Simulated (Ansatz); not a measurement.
System: sum formula SiH₂F₂ (charge 0, singlet). SMILES: F[SiH2]F
Geometry: optimised at B3LYP-D3(BJ)/def2-TZVP (Ansatz, a first-principles code).

Wanted: vertical ionisation energy (to the doublet state of charge +1; each state is the SCF solution reached for its spin), in eV. Valence correlation only, unless marked. UHF or UKS for open shells. Spin-orbit coupling is left out. No relativistic terms. Basis-set limits of correlation are two-point, X^-3; Hartree-Fock from the larger set.

```tsv
level	program	vertical ionisation energy (eV)
HF/aug-cc-pV(T+d)Z	Ansatz	12.70
HF/aug-cc-pV(Q+d)Z	Ansatz	12.70
SVWN5/def2-TZVPD	Ansatz	12.26
r2SCAN/def2-TZVPD	Ansatz	12.42
PBE0/def2-TZVPD	Ansatz	12.66
BHLYP/def2-TZVPD	Ansatz	13.01
CAM-B3LYP/def2-TZVPD	Ansatz	12.86
```

Task: What does CCSD(T)/CBS(aug-cc-pV(T+d)Z,aug-cc-pV(Q+d)Z) (Ansatz) give?

Result: 13.17 eV, so CAM-B3LYP/def2-TZVPD differs from it by -0.31 eV.
